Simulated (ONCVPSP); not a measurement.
**Reading a pseudo-wave (Ca (Z = 20))**

Columns: radius, all-electron u(r) and pseudo u(r) of the 4s shell (level -4.10 eV) of calcium in the configuration [Ar] 4s1.5 4p0.5; PBEsol, scalar-relativistic, ONCV scheme, ONCVPSP 4.0.1.

```
r (bohr)  all-electron  pseudo
   0.170        0.1058  0.0080
   0.340        0.0990  0.0181
   0.510       -0.0736  0.0315
   0.680       -0.2040  0.0488
   0.850       -0.2459  0.0705
   1.020       -0.2146  0.0973
   1.190       -0.1382  0.1301
   1.360       -0.0406  0.1686
   1.530        0.0620  0.2111
   1.700        0.1598  0.2558
   1.870        0.2476  0.3014
   2.040        0.3233  0.3477
   2.210        0.3863  0.3942
   2.380        0.4372  0.4386
   2.550        0.4773  0.4774
   2.720        0.5078  0.5078
   2.890        0.5298  0.5298
   3.060        0.5441  0.5441
   3.230        0.5517  0.5517
   3.400        0.5533  0.5533
   3.570        0.5498  0.5498
   3.740        0.5421  0.5421
   3.910        0.5307  0.5307
   4.080        0.5165  0.5165
   4.250        0.4999  0.4999
   4.420        0.4816  0.4816
```

Problem. How many radial nodes do the two functions have?

Solution. The all-electron 4s function has n − l − 1 = 3 (the table is too coarse to show those close to the nucleus); the pseudo-wave has 0, since the states of the same l below it are removed with the core.

Problem. At about which radius was the pseudo-wave matched?

Solution. 2.65 bohr, where the columns begin to agree (steps of 0.17 bohr).

Problem. Where does each function peak?

Solution. Outermost all-electron maximum near 3.40 bohr, pseudo maximum near 3.40 bohr (to the table’s step).

Problem. Is the pseudo-wave norm-conserving?

Solution. Yes: the ONCV scheme keeps the norm inside the radius equal to the all-electron one, which fixes the energy derivative of the logarithmic derivative at the level.
